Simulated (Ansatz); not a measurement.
`[CH3][Ga]([SiH3])[SiH3]`, charge 0, multiplicity 1.

Task: Give a relaxed structure at PBE0-D4/def2-TZVP (Ansatz 0.2.0). (An estimate is asked.)

Result: Computed: 
Z-matrix (Å, degrees):
```
C
Ga 1 1.976
H 1 1.091 2 112.1
H 1 1.091 2 112.0 3 123.4
H 1 1.096 2 108.1 3 -118.3
Si 2 2.423 1 118.7 3 -153.7
Si 2 2.423 1 118.7 3 28.6
H 6 1.493 2 109.9 1 -62.8
H 6 1.489 2 113.5 1 176.8
H 6 1.492 2 111.0 1 55.3
H 7 1.489 2 113.6 1 -179.3
H 7 1.493 2 110.2 1 59.9
H 7 1.492 2 110.7 1 -58.1
```
Point group Cs.
This is one stationary point; other conformers may exist.
